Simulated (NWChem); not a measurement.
# HO2, doublet; SMILES [O]O

```xyz
3

O      0.0996     0.5969     0.0000
O     -0.0011    -0.6994     0.0000
H     -0.8148     0.9427     0.0000
```
Atoms are numbered in this order, from 1.

Program: NWChem. Pople sets run with spherical d functions. Spin-unrestricted. In the optimisation the excess spin sits in a" (Cs, its own frame). Coordinates come from a PBE0/def2-SVP, spin-unrestricted optimisation. No stability test was run on the SCF state. Level: PBE0/6-31G* with SMD (1 M gas to 1 M solution), gas-phase geometry. Reactions with the solvent are ignored.

For solvent benzene:

```
Property                                     Value
-------------------------------------------  -----
solvation free energy (kcal/mol)              -3.9
cavity-dispersion-structure term (kcal/mol)   -2.0
dipole in solution (D)                        2.45
```

What are these values for solvent dimethyl sulfoxide?

solvation free energy (kcal/mol): -9.8
cavity-dispersion-structure term (kcal/mol): -6.2
dipole in solution (D): 2.58
